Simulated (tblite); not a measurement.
C7H14NOP.
Numbering: `[CH3:1][N:2]=[P:3]1([CH3:4])[CH2:5][CH2:6][C:7](=[O:8])[CH2:9][CH2:10]1` (hydrogens: H11, H12, H13 on C1; H14, H15, H16 on C4; H17, H18 on C5; H19, H20 on C6; H21, H22 on C9; H23, H24 on C10)

Structure used (GFN2-xTB), in Å, numbered top down from 1:
```xyz
24
C7H14NOP angstrom
C     -2.606    0.686   -1.061
N     -1.415    0.911   -0.269
P     -0.537   -0.154    0.454
C     -1.253   -1.284    1.738
C      0.777    0.786    1.300
C      1.646    1.457    0.236
C      2.307    0.427   -0.652
O      3.503    0.278   -0.694
C      1.354   -0.413   -1.475
C      0.511   -1.310   -0.567
H     -2.424    0.070   -1.947
H     -2.946    1.667   -1.397
H     -3.417    0.225   -0.488
H     -1.940   -1.977    1.253
H     -1.814   -0.670    2.441
H     -0.485   -1.845    2.264
H      0.311    1.542    1.935
H      1.372    0.113    1.923
H      0.999    2.089   -0.376
H      2.418    2.072    0.704
H      1.929   -1.009   -2.187
H      0.682    0.257   -2.020
H      1.144   -1.938    0.061
H     -0.130   -1.960   -1.169
```

Computed values, GFN2-xTB/tblite, gas phase, harmonic and unscaled. This tight-binding method is rough: wavenumbers can miss measured ones by several per cent, in bad cases by 10 to 20. One conformer, not necessarily the lowest.

Harmonic wavenumbers (cm⁻¹): 55.2, 82.3, 110.2, 115.2, 141.0, 142.1, 164.6, 182.6, 242.7, 277.7, 313.5, 347.8, 385.4, 436.3, 492.9, 617.4, 671.7, 682.9, 716.5, 735.8, 763.2, 809.7, 842.5, 864.5, 884.7, 918.5, 984.3, 1010.9, 1042.3, 1051.0, 1087.3, 1100.8, 1112.3, 1116.8, 1163.6, 1218.2, 1237.2, 1251.2, 1289.2, 1293.6, 1301.4, 1310.1, 1415.2, 1423.1, 1426.0, 1433.1, 1437.9, 1440.9, 1452.5, 1498.2, 1498.4, 1772.8, 2906.5, 2927.2, 2942.2, 2946.3, 2952.4, 2961.9, 2971.7, 2976.8, 2979.5, 2981.3, 2985.2, 2995.1, 2998.9, 3021.5.

A = 1867, B = 805.9, C = 763.7 MHz; mass 159.081 u (most abundant isotopes); point group C1, symmetry number 1.

Zero-point energy?

Half the sum of the wavenumbers: 43456 cm⁻¹ = 124.25 kcal/mol.

What is S at 298.15 K and 1 bar for an ideal gas of classical rigid rotors and harmonic oscillators?

Translation 41.13, rotation 30.02, vibration 37.34: S = 108.5 cal/(mol K).

And Cp and H(298.15 K) − H(0)?

Cp = 46.73 cal/(mol K), of which vibrations give 38.79 (their classical limit is 66 R = 131.2); H(298.15 K) − H(0) = 8.32 kcal/mol without the zero-point energy, 5.95 from vibrations.

How do the functions run with temperature in this model?

| T (K) | S (cal/(mol K)) | Cp (cal/(mol K)) | H − H(0) (kcal/mol) | G − H(0) (kcal/mol) | ln q(vib) |
| --- | --- | --- | --- | --- | --- |
| 50 | 60.1 | 14.6 | 0.51 | -2.50 | 0.46 |
| 100 | 73.0 | 22.8 | 1.46 | -5.84 | 1.93 |
| 373.15 | 120.0 | 56.2 | 12.18 | -32.60 | 11.26 |
| 500 | 138.5 | 70.3 | 20.24 | -49.00 | 15.45 |
| 750 | 171.1 | 90.4 | 40.51 | -87.80 | 23.42 |
| 1000 | 199.0 | 103.5 | 64.85 | -134.15 | 30.87 |

q(vib) and H(0) count from the zero-point level.

Which modes carry the vibrational entropy at 298.15 K?

55.2 cm⁻¹: 4.62; 82.3 cm⁻¹: 3.84; 110.2 cm⁻¹: 3.27; 115.2 cm⁻¹: 3.18; 141.0 cm⁻¹: 2.79; 142.1 cm⁻¹: 2.78 cal/(mol K); the other 60 give 16.87 together.

What must be added to the electronic energy to get the Gibbs energy at 298.15 K and 1 bar?

ZPE + [H(298.15 K) − H(0)] − T·S = 124.25 + 8.32 − 32.34 = 100.23 kcal/mol.

Blend soft modes into free rotors: weight 1/[1 + (100 cm⁻¹/ν̃)⁴] for the oscillator and the rest for a rotor with moment μB/(μ + B), μ = h/(8π²ν), B = 10⁻⁴⁴ kg m². What vibrational entropy results?

35.24 cal/(mol K) in place of 37.34, which changes −T·S at 298.15 K by +0.62 kcal/mol.

Hindered rotation and anharmonicity are outside this model. Other conformers, if any are populated, would add a mixing term that is left out. The structure is chiral; the term R ln 2 for an equal mix with its mirror image is left out.
